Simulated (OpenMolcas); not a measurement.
Nb3+: moving the ligands

Nb3+ with 6 ligands (bromide) in octahedral coordination (Oh) at 2.63 Å. A charge of +0.5 e stands 2.6 Å behind each ligand. Ligand basis ANO-RCC-VDZP.
```
Nb    0.0000    0.0000    0.0000
Br    2.6300    0.0000    0.0000
Br    0.0000    2.6300    0.0000
Br   -2.6300    0.0000    0.0000
Br    0.0000   -2.6300    0.0000
Br    0.0000    0.0000    2.6300
Br    0.0000    0.0000   -2.6300
```

| Item | Value |
| --- | --- |
| Program | OpenMolcas 26.06 |
| Method | SS-CASPT2, IPEA 0.25 Eh, imaginary shift 0.1 Eh (closed shells correlated: 4s 4p and the ligand valence shells) |
| Basis | ANO-RCC-VDZP [6s5p3d1f] |
| Scalar Hamiltonian | DKH2, point nucleus |
| Active space | 2 electrons in 5 orbitals (4d) |
| State averaging | 2S+1 = 3 even, 10 roots; 2S+1 = 1 even, 15 roots |
| Spin-orbit coupling | state interaction with AMFI integrals over the reference wave functions |

Runs around this geometry, states (labels of O, the rotations of Oh). Energies in cm-1 above the lowest state or level, χT in cm3 K/mol; under a threefold ground state the first gap can be a small split of the lowest multiplet, not the spin-orbit step; 10Dq and B are least-squares fits to the states below 45000 cm-1, weighted by degeneracy, with a free offset, and given where the rms deviation is under 5 % of |10Dq| (or 100 cm-1) and under 700 cm-1.

```csv
R (Å),Ground state,First state of that spin,10Dq,B (rms of fit),First gap with spin-orbit (degeneracies),χT at 300 K,First state of another spin
2.56,3T1,3T2 17500,17940,418 (479),"19 (2, 3)",0.468,1T2 6300
2.63,3T1,3T2 15590,16223,444 (289),"24 (2, 3)",0.453,1T2 6490
2.77,3T1,3T2 12330,12937,460 (283),"36 (2, 3)",0.425,1T2 6850
```

Taking |10Dq| as R^-n, n = -ln(12937 / 17940) / ln(2.77 / 2.56) = 4.1 between the shortest and longest distance. The point-charge formula for a cubic d site gives n = 5.

Roots that are degenerate in the reference are averaged as groups; the widest CASPT2 spread within a group is 610 cm-1 (the 3-fold group of multiplicity 1 near 25200 cm-1 above the lowest state of its run, R = 2.56). Shifts and gaps below about the spread of the groups concerned are not significant. Over all roots computed the reference weight is 0.67 to 0.68 in R = 2.56, 0.67 to 0.68 in R = 2.63, 0.68 to 0.69 in R = 2.77; a low but even weight reflects the number of correlated electrons. An orbital triplet at a regular site is open to Jahn-Teller coupling, which can distort the site and quench the lowest spin-orbit gaps and is left out. Ligand-to-metal charge-transfer states are missing. With no ligand orbital active B as a rule stays too high, so bands that hang on it stand too high and its fall with covalency is understated. With one d shell and no ligand orbital active, 10Dq can be off by a tenth or more. The least metal-like active orbital is 73 % on the metal (Löwdin) and no ligand orbital is active, so the numbers are rough (holds for R = 2.56). The least metal-like active orbital is 76 % on the metal (Löwdin) and no ligand orbital is active, so the numbers are rough (holds for R = 2.63). The least metal-like active orbital is 81 % on the metal (Löwdin) and no ligand orbital is active, so the numbers are rough (holds for R = 2.77). No measured value stands beside these numbers; the geometry was imposed, not optimised, and the real ion may take another.
